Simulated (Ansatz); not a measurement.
Geometry optimisation, Ansatz, RKS CAM-B3LYP-D4/def2-SVP.

The input (input.yaml):

```yaml
crystal:
  periodic: [false, false, false]
  atoms:
    - { symbol: Al, position_ang: [0.0, 0.0, 0.0] }
    - { symbol: "N", position_ang: [0.0, 0.0, 2.27] }
    - { symbol: H, position_ang: [-0.877, -0.2713, 2.8] }
    - { symbol: H, position_ang: [0.877, 0.2713, 2.8] }
    - { symbol: O, position_ang: [1.5415, 0.0, -0.89] }
    - { symbol: H, position_ang: [1.8414, -0.9519, -1.0449] }
    - { symbol: O, position_ang: [-1.5415, 0.0, -0.89] }
    - { symbol: H, position_ang: [-2.0512, -0.8467, -0.6815] }
    - { symbol: H, position_ang: [-0.2326, 1.7497, 0.5865] }
    - { symbol: H, position_ang: [-0.1826, 1.3735, 1.5699] }
basis:
  gaussian: { orbitals: def2-SVP }
hamiltonian:
  xc: cam_b3lyp
  dispersion: d4
relax:
  f_tol: 0.15
  max_steps: 25
  restrain:
    - { distance: [0, 8], at: 1.56, k: 30.0 }
    - { distance: [9, 1], at: 1.06, k: 30.0 }
    - { distance: [0, 1], at: 3.12, k: 30.0 }
    - { distance: [9, 8], at: 1.86, k: 30.0 }
```

Launched with:

```bash
$ ansatz run input.yaml --threads 4 --pin off --max-ram 5120MiB --backend cpu --events-out ev --progress --plain --runs-dir out
```

Problem. Where does it end, and by what steps?

Solution. The forces met the threshold. The restraints hold the end off the free minimum; the threshold counts their pulls, which the force column leaves out. Restrained pairs: Al1–H9 (1.86 → 1.56 Å), N2–H10 (1.55 → 1.04 Å), Al1–N2 (2.27 → 3.10 Å), H9–H10 (1.05 → 1.87 Å). After 8 steps the energy has fallen by 2.157 eV (the restraints' own energy left out); H8 moved furthest, 0.69 Å.

| step | energy less start (eV) | largest force component (eV/Å) | accepted |
| --- | --- | --- | --- |
| 0 | 0.0000 | 2.615 | yes |
| 1 | -0.2413 | 4.453 | yes |
| 2 | -1.1491 | 4.367 | yes |
| 3 | -1.5759 | 2.341 | yes |
| 4 | -1.7996 | 2.495 | yes |
| 5 | -1.9835 | 2.069 | yes |
| 6 | -2.0512 | 1.495 | yes |
| 7 | -2.1372 | 0.767 | yes |
| 8 | -2.1573 | 0.820 | yes |

```xyz
10
Properties=species:S:1:pos:R:3
Al -0.080 0.412 -0.464
N -0.038 0.187 2.631
H -0.848 0.138 3.245
H 0.795 0.175 3.215
O 1.432 -0.154 -0.980
H 1.652 -0.941 -1.477
O -1.584 -0.234 -0.907
H -1.797 -1.095 -1.272
H -0.090 1.729 0.381
H -0.067 1.106 2.148
```

Run time: 22 s on 4 threads of Intel(R) Xeon(R) Platinum 8259CL CPU @ 2.50GHz (Skylake/Cascade Lake), on a shared host, peak memory 0.23 GiB.
